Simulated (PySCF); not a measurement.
# Ce⁴⁴⁺ (cerium, charge +44): Hartree-Fock from Schrödinger to Dirac-Coulomb-Breit

Occupied: 1s1/2, 2s1/2, 2p1/2, 2p3/2, 3s1/2, 3p1/2. Hartree-Fock calculated with PySCF 2.14 in an even-tempered Gaussian basis (17 s from 4.5 bohr⁻², ratio 2.7; 13 p from 5.4 bohr⁻², ratio 2.7), Gaussian nucleus throughout. NR is non-relativistic, sf-X2C the spin-free one-electron X2C Hamiltonian, X2C adds the bare one-electron spin-orbit term, X2C-SNSO screens it by Boettger's factors, DC is four-component Dirac-Coulomb, and the Gaunt and Breit terms are added at first order (total energies over the DC spinors, levels after relaxing the spinors in that mean field). QED terms are absent. Levels marked empty are virtual spinors of this ion; the basis has s and p functions only, so 3d, which can lie below the n = 4 levels, is absent.

```tsv
level (eV)	X2C	X2C-SNSO
1s1/2	-43512.7	-43513.3
2s1/2	-9339.0	-9339.2
2p1/2	-9005.4	-8992.8
2p3/2	-8513.5	-8518.6
3s1/2	-3686.1	-3686.2
3p1/2	-3574.8	-3571.6
3p3/2 (empty)	-3363.7	-3365.0
4s1/2 (empty)	-1896.3	-1896.3
```

**Question.** Where do the four-component calculations put these levels?

**Answer.** 1s1/2: DC -43551.5, DC+Gaunt -43441.0, DC+Breit -43448.5; 2s1/2: DC -9344.1, DC+Gaunt -9332.8, DC+Breit -9333.6; 2p1/2: DC -8995.1, DC+Gaunt -8975.7, DC+Breit -8977.7; 2p3/2: DC -8522.1, DC+Gaunt -8508.8, DC+Breit -8510.8; 3s1/2: DC -3687.4, DC+Gaunt -3684.6, DC+Breit -3684.9; 3p1/2: DC -3572.2, DC+Gaunt -3567.3, DC+Breit -3568.0; 3p3/2 (empty): DC -3365.7, DC+Gaunt -3362.6, DC+Breit -3363.2; 4s1/2 (empty): DC -1896.7, DC+Gaunt -1895.7, DC+Breit -1895.8 (eV).

| Hamiltonian | E (hartree) | E − E(DC) (hartree) | CPU seconds |
| --- | --- | --- | --- |
| X2C | -7048.2386 | 1.8921 | 0.29 |
| X2C-SNSO | -7047.7665 | 2.3642 | 0.29 |
| DC | -7050.1307 | 0.0000 | 14 |
| DC+Gaunt | -7043.1402 | 6.9905 | 24 |
| DC+Breit | -7043.7766 | 6.3541 | 69 |

Weight of the small component: 1s1/2 0.0461, 2s1/2 0.0103, 2p1/2 0.0103, 2p3/2 0.00968, 3s1/2 0.00388, 3p1/2 0.00383, 3p3/2 0.00363, 4s1/2 0.00179.

Koopmans' value for the highest occupied level at DC+Breit: 3568.0 eV, against an ionisation energy of 3570 ± 4 eV (theoretical estimate listed by NIST; NIST Atomic Spectra Database, ionization energies); the former lacks relaxation, correlation, QED and recoil.

The whole ladder took 110 s of wall time on 1 thread of Neoverse-N1 (shared host), launched as `OMP_NUM_THREADS=1 python relrun2.py TASK.json OUT` (a driver that calls PySCF for each Hamiltonian).

Dirac-Coulomb iterations, started from the X2C spinors:

```
with_ssss True, with_gaunt False, with_breit False
light speed = 137.03599967994
init E= -7022.4201544268
cycle= 1 E= -7050.12993880524  delta_E= -27.7  |g|= 1.59  |ddm|= 0.134
cycle= 2 E= -7050.13069341339  delta_E= -0.000755  |g|= 0.0234  |ddm|= 0.0114
cycle= 3 E= -7050.13069459857  delta_E= -1.19e-06  |g|= 0.000926  |ddm|= 0.000689
cycle= 4 E= -7050.13069460053  delta_E= -1.95e-09  |g|= 4.41e-06  |ddm|= 2.25e-05
```
